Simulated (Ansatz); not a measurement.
Computed with Ansatz on PBE0-D4/def2-TZVP structures; ΔE is electronic, products minus reactants. CCSD(T)/CBS adds triple-zeta CCSD(T) − MP2 to the extrapolated MP2 energy (def2 sets, frozen cores). DFT in def2-TZVPP. B3LYP here is the variant with VWN-RPA as its local correlation; programs differ in this. One conformer a species, not always the lowest.

Consider the substitution at a C–B bond: `CCB(C)[SiH3]` + `C[Si](O)(F)F` → `CCO[Si](C)(F)F` + `CB[SiH3]`.

```
             level  ΔE (kJ/mol)  difference from CCSD(T)/CBS
            PBE-D4         83.0                         -0.9
         r2SCAN-D4         82.0                         -1.9
           PBE0-D4         83.3                         -0.6
          B3LYP-D4         74.9                         -9.0
           ωB97X-V         74.7                         -9.2
           ωB97M-V         80.3                         -3.6
            B2PLYP         77.1                         -6.8
               PBE         81.1                         -2.8
            r2SCAN         81.5                         -2.4
              PBE0         81.7                         -2.2
             B3LYP         71.9                        -12.0
     HF/def2-TZVPP         60.6                        -23.3
    MP2/def2-TZVPP         89.7                          5.8
SCS-MP2/def2-TZVPP         80.3                         -3.6
   CCSD/def2-TZVPP         79.1                         -4.8
CCSD(T)/def2-TZVPP         81.3                         -2.6
     HF/def2-QZVPP         60.2                        -23.7
    MP2/def2-QZVPP         91.1                          7.2
SCS-MP2/def2-QZVPP         81.9                         -2.0
      HF/CBS(def2)         60.2                        -23.7
     MP2/CBS(def2)         92.3                          8.4
    CCSD/CBS(def2)         81.7                         -2.2
       CCSD(T)/CBS         83.9                            0
```

Largest T1 diagnostic among the species: 0.012.

The D4 term adds +3.0 kJ/mol with B3LYP and +1.7 kJ/mol with PBE0; it sums over pairs of atoms, weighted by their polarisabilities, and B3LYP, whose exchange is more repulsive, gets the larger term. In def2-TZVPP, CCSD(T) changes the Hartree–Fock value by +20.7 kJ/mol (the triples alone add +2.2 kJ/mol) and MP2 by +29.1 kJ/mol.
